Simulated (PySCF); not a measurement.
## Correlation energy of O⁻ (oxygen, charge -1)

[He] 2s2 2p5, 2P determinant. All numbers are calculated (PySCF 2.14, the non-relativistic Hamiltonian (point nucleus), in aug-cc-pVTZ (5s4p3d2f, 46 functions)). Frozen: 1s2; 7 electrons correlated.

```tsv
level	correlation energy (mhartree)
CCSD	-226.84
(T)	-8.82
CCSD(T)	-235.66
```

Diagnostics: T1 = 0.023, D1 = 0.0456, largest double amplitude 0.042.

**Question.** Is a single reference adequate?

**Answer.** Yes: T1 lies below 0.03 and no double amplitude reaches 0.07.
